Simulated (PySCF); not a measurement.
# Vertical excitation energies

Compound: Sn(vinyl)2(NCO)2, C₆H₆N₂O₂Sn.
Cartesian coordinates in Å at the PBE0-D3(BJ)/def2-SVP level; atoms count from 1:
```
atom  x, y, z in Å
Sn1    0.2434   -0.3653    0.0111
C2    -0.0116   -0.8101    2.0623
C3    -0.9133   -0.1406    2.7834
H4     0.5964   -1.5993    2.5175
H5    -1.5333    0.6506    2.3471
H6    -1.0722   -0.3605    3.8456
C7     2.0644    0.2739   -0.8514
C8     2.2105    1.5213   -1.3022
H9     2.8843   -0.4483   -0.9314
H10    1.4072    2.2637   -1.2406
H11    3.1472    1.8570   -1.7627
N12   -1.0986    1.1273   -0.3069
C13   -1.7976    1.7656   -1.0505
O14   -2.4922    2.4208   -1.7268
N15   -0.3770   -1.9595   -1.0814
C16   -1.2425   -2.7162   -1.4376
O17   -2.0435   -3.4810   -1.8153
```

The calculation used TDDFT CAM-B3LYP/def2-SVPD, vertical, gas phase, core orbitals frozen in the response, def2 core potentials past Kr (PySCF). Spin–orbit coupling is left out.

```
state  E (eV)  ν̃ (cm⁻¹)       f  main configurations (H = HOMO, L = LUMO)
   S1    6.07      48930   0.018                     H→L (66%), H-6→L (9%)
   S2    6.53      52680   0.039     H→L+1 (26%), H-2→L (22%), H-1→L (12%)
   S3    6.67      53820   0.089     H-1→L (18%), H→L+2 (10%), H-3→L (10%)
   S4    6.71      54150  0.0057    H-2→L (22%), H-2→L+2 (12%), H→L+1 (9%)
   S5    6.82      55030   0.119                  H-3→L (24%), H-1→L (16%)
   S6    7.03      56730   0.221                  H-3→L (27%), H→L+3 (25%)
   S7    7.09      57150   0.018                H-4→L (13%), H-1→L+1 (10%)
   S8    7.12      57420   0.011                  H-1→L (14%), H-4→L (14%)
   S9    7.22      58230   0.017  H→L+2 (22%), H-3→L+2 (12%), H-1→L+2 (9%)
  S10    7.24      58380   0.068    H-2→L+2 (18%), H-4→L (13%), H-2→L (9%)
```

Triplets, Tamm–Dancoff:

```
state  E (eV)  λ (nm)  main configurations (H = HOMO, L = LUMO)
   T1    4.29   289.3  H-3→L (44%), H-4→L+1 (19%), H-5→L+1 (8%)
   T2    4.30   288.2   H-4→L (32%), H-3→L+1 (29%), H-5→L (12%)
   T3    5.68   218.3                    H→L (59%), H-6→L (15%)
   T4    6.02   205.8   H→L+1 (37%), H-7→L (14%), H-6→L+1 (10%)
```

The lowest singlet lies at 6.07 eV (204 nm, ultraviolet) and is weak; its leading configuration is HOMO→LUMO (66%). The strongest level in the table is S6 at 7.03 eV (176 nm, f = 0.221). Löwdin shares by element: HOMO nitrogen 29% or more, carbon 21% or more, oxygen 19% or more (atoms not listed hold the other 32%); LUMO carbon 50% or more, tin 15% (atoms not listed hold the other 36%). Orbital energies (eV): HOMO-3 -10.02, HOMO-2 -9.91, HOMO-1 -9.75, HOMO -9.62, LUMO -0.36, LUMO+1 0.30, LUMO+2 0.49. Weighted by f, the mean energy of these states is 6.91 eV. The listed states span 1.17 eV, and the widest gap between neighbours is 0.46 eV (S1 to S2). Only the lowest 10 singlets were computed, as vertical energies without vibronic structure.

One conformer stands for the species.
